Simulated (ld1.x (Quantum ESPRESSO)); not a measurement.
## Ag (Z = 47), PAW: configuration errors across variants

```
Element                 : silver
Generator               : ld1.x (Quantum ESPRESSO) 7.5
Type                    : PAW
Functional              : PBEsol
Relativity              : scalar-relativistic
Frozen core             : [Ar] 3d10
Valence charge          : 19
Reference configuration : 4s2 4p6 4d9 5s0 5p0 (charge +2)
Partial waves           : 4s (bound): rcut 1.15, rcutus 1.40 bohr; 5s (bound, empty): rcut 1.15, rcutus 1.40 bohr; 4p (bound): rcut 1.30, rcutus 1.60 bohr; 5p (bound, empty): rcut 1.30, rcutus 1.60 bohr; 4d (bound): rcut 0.80, rcutus 1.05 bohr; 4d channel at -1.55 Ry: rcut 0.80, rcutus 1.05 bohr
Local potential         : all-electron potential smoothed inside 1.25 bohr (lloc = -1)
Core correction         : Bessel-smoothed model core inside 0.85 bohr
Augmentation charge     : BESSEL, radius 0.90 bohr
```

All-electron excitation energies from the reference (eV): (1) 4s2 4p6 4d10 5s1 5p0 -29.859; (2) 4s2 4p6 4d10 5s0 5p0 -22.113; (3) 4s2 4p6 4d8 5s0 5p0 36.182; (4) 4s2 4p6 4d10 5s0 5p1 -25.929; (5) 4s2 4p5 4d10 5s1 5p0 35.335; (6) 4s2 4p6 4d9 5s1 5p1 -21.252; (7) 4s2 4p6 4d9 5s2 5p0 -25.808.

The overlap operator is not positive definite (basis up to 400 Ry) in “base”, “waves 4s (bound): rcut 1.15, rcutus 1.50 bohr; 5s (bound): rcut 1.15, rcutus 1.50 bohr”, “wave 4d channel at -1.55 Ry: rcut 0.80, rcutus 1.05 bohr becomes 4d channel at 0.83 Ry: rcut 0.80, rcutus 1.05 bohr”, “local potential all-electron potential smoothed inside 0.80 bohr (lloc = -1)”, “local potential all-electron potential smoothed inside 1.66 bohr (lloc = -1)”, “waves 4d (bound): rcut 0.80, rcutus 1.58 bohr; 4d channel at -1.55 Ry: rcut 0.80, rcutus 1.58 bohr”. Such files are unfit for use, however small their errors in these radial tests.

3 further variants failed, have other tests or too few solved ones, and are left out.

Errors AE − PS in meV (a dash: test not solved or not reliable):

```tsv
change	(1)	(2)	(3)	(4)	(5)	(6)	(7)	bound ghosts
base	+0.1	+2.8	-1.5	+3.5	-46	+3.4	+2.0	not determined (overlap not positive)
waves 4s (bound): rcut 1.15, rcutus 1.50 bohr; 5s (bound): rcut 1.15, rcutus 1.50 bohr	+3.9	+3.0	-1.0	+3.5	-27	+4.0	+4.4	not determined (overlap not positive)
wave 4d channel at -1.55 Ry: rcut 0.80, rcutus 1.05 bohr becomes 4d channel at 0.83 Ry: rcut 0.80, rcutus 1.05 bohr	-0.2	+2.5	-2.3	+3.2	-46	+3.4	+2.1	not determined (overlap not positive)
local potential all-electron potential smoothed inside 0.80 bohr (lloc = -1)	+5.0	+6.0	+7.7	+10	–	–	–	not determined (overlap not positive)
local potential all-electron potential smoothed inside 1.66 bohr (lloc = -1)	+3.8	+2.4	-4.3	+4.5	-42	+3.4	+4.3	not determined (overlap not positive)
waves 4d (bound): rcut 0.80, rcutus 1.58 bohr; 4d channel at -1.55 Ry: rcut 0.80, rcutus 1.58 bohr	+0.2	+2.1	-3.8	+3.4	-38	+3.0	+2.8	not determined (overlap not positive)
```

Question: Give the same row for: core correction Bessel-smoothed model core inside 0.54 bohr.

Answer: 0.0, +2.8, -1.5, +3.5, -49, +3.3, +2.0; bound ghosts: not determined (overlap not positive). Its overlap operator is not positive definite in a basis up to 400 Ry (lowest eigenvalue s -9.41, p -0.10), so the file is unfit for use: the generalised eigenproblem breaks down once the basis is large enough, and its test numbers describe a broken file.
